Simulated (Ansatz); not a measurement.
Isolated molecules relaxed with PBE0-D4/def2-TZVP in Ansatz; ΔE leaves out vibrations. CCSD(T)/CBS adds triple-zeta CCSD(T) − MP2 to the extrapolated MP2 energy (def2 sets, frozen cores). Functionals use def2-TZVPP. B3LYP here is the variant with VWN-RPA as its local correlation; programs differ in this. For Ga outer-core shells are correlated without core-valence functions, which leaves a few kJ/mol of doubt a bond. Scalar relativity is left out up to krypton. Each species was taken in one conformer, which may not be the lowest.

`F[CH]([GaH2])[SiH2]Cl` + `C=C(O)[SiH3]` → `C=[C](O)[GaH2]` + `FC([SiH3])[SiH2]Cl`  (redistribution)

(1) Is it downhill or uphill in electronic energy at CCSD(T)/CBS, and by how much? (Best estimate.)

(2) What do these levels give: PBE-D4, PBE0-D4, B3LYP-D4, ωB97M-V, PBE, PBE0, B3LYP, HF/def2-TZVPP, MP2/def2-TZVPP, CCSD(T)/def2-TZVPP, SCS-MP2/def2-QZVPP, HF/CBS(def2)? (An estimate is asked.)

Largest T1 diagnostic among the species: 0.013.

Answers

(1) Computed: Downhill: ΔE = -0.07 eV.

(2) Computed: PBE-D4 -0.05, PBE0-D4 -0.05, B3LYP-D4 -0.06, ωB97M-V -0.07, PBE -0.05, PBE0 -0.05, B3LYP -0.06, HF/def2-TZVPP -0.08, MP2/def2-TZVPP -0.08, CCSD(T)/def2-TZVPP -0.08, SCS-MP2/def2-QZVPP -0.07, HF/CBS(def2) -0.08 eV.
